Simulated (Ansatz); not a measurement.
Start from `OC(O)(O)[SiH2]F` and change one atom or group to get `OC(O)(O)I`.

Ansatz, PBE0-D4/def2-TZVP geometries, multiplicity 1. Each molecule was computed in one conformer, which needn't be the lowest.

Elements past krypton have def2 core potentials.

| property | `OC(O)(O)[SiH2]F` |
| --- | --- |
| HOMO–LUMO gap (PBE0/def2-TZVPP) / eV | 8.08 |
| HOMO–LUMO gap (PBE/def2-TZVPP) / eV | 5.73 |
| LUMO energy (ωB97M-V/def2-TZVPP) / eV | 1.80 |
| LUMO energy (PBE/def2-TZVPP) / eV | -0.79 |
| size of the dipole moment (B3LYP/def2-TZVPP) / D | 1.23 |
| size of the dipole moment (ωB97M-V/def2-TZVPP) / D | 1.20 |

Task: Give the same properties after the change, and the shifts. (Best estimate.)

Result: Ansatz gave: 
```tsv
property	`OC(O)(O)I`	shift
HOMO–LUMO gap (PBE0/def2-TZVPP) / eV	5.84	-2.24
HOMO–LUMO gap (PBE/def2-TZVPP) / eV	3.80	-1.93
LUMO energy (ωB97M-V/def2-TZVPP) / eV	0.59	-1.21
LUMO energy (PBE/def2-TZVPP) / eV	-2.25	-1.46
size of the dipole moment (B3LYP/def2-TZVPP) / D	0.99	-0.24
size of the dipole moment (ωB97M-V/def2-TZVPP) / D	1.00	-0.20
```

With PBE0 the HOMO rises by 0.75 eV and the LUMO falls by 1.50 eV, so the gap narrows by about 2.25 eV. PBE moves the HOMO by 0.47 eV and ωB97M-V by 0.89 eV. Dipoles are sizes alone; their direction can turn.

B3LYP here is the variant with VWN-RPA as its local correlation; programs differ in this.

Spin–orbit coupling is left out; it splits and shifts lone-pair levels of the heavy atoms by tenths of an eV.
